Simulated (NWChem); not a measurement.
Molecule: C₄H₄N, doublet; SMILES c1c[c]c[nH]1

```xyz
9

C     -1.2384    -0.1721     0.0000
C     -0.6163     1.0476     0.0000
N      0.7400     0.7680     0.0000
C      0.9415    -0.5919     0.0000
C     -0.2928    -1.2210     0.0000
H     -0.9899     2.0600     0.0000
H      1.4748     1.4596     0.0000
H      1.9402    -1.0063     0.0000
H     -0.4690    -2.2871     0.0000
```
Atoms are numbered in this order, from 1.

Level: B3LYP/6-31G* (spherical d), spin-unrestricted (NWChem), optimised geometry, unscaled harmonic frequencies. In the optimisation the excess spin sits in a' (Cs, its own frame).

| frequency (cm⁻¹) | IR intensity (km/mol) |
|---|---|
| 410 | 76.1 |
| 539 | 5.8 |
| 635 | 0.5 |
| 639 | 13.9 |
| 734 | 75.9 |
| 820 | 4.6 |
| 860 | 2.9 |
| 887 | 2.2 |
| 1048 | 35.7 |
| 1079 | 16.5 |
| 1164 | 3.4 |
| 1183 | 0.2 |
| 1253 | 6.0 |
| 1398 | 1.4 |
| 1452 | 7.9 |
| 1496 | 12.8 |
| 1553 | 5.2 |
| 3263 | 1.0 |
| 3282 | 3.4 |
| 3296 | 0.3 |
| 3654 | 45.2 |

```yaml
zero_point_energy: 43.8 kcal/mol
thermal correction to the enthalpy at 298.15 K (with zero-point energy): 46.9 kcal/mol
heat capacity Cv: 14.5 cal/(mol K)
"entropy at 298.15 K and 1 atm (symmetry number 1, electronic part: spin degeneracy alone)": 67.3 cal/(mol K)
dipole_moment: 2.49 D
```

Rigid rotor and harmonic oscillator.
